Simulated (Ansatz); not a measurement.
**Question.** Name a neutral molecule of C, S, Sn and H with size of the dipole moment (ωB97M-V/def2-TZVPP) between 0.00 and 0.30 D and HOMO energy (PBE0/def2-TZVPP) between -6.95 and -6.65 eV (Ansatz, PBE0-D4/def2-TZVP geometry).

**Answer.** `C[S][Sn]([S]C)([S]C)[S]C` (0.01 D, -6.93 eV). Other molecules can fit too; these were computed, each in one conformer that needn't be the lowest.
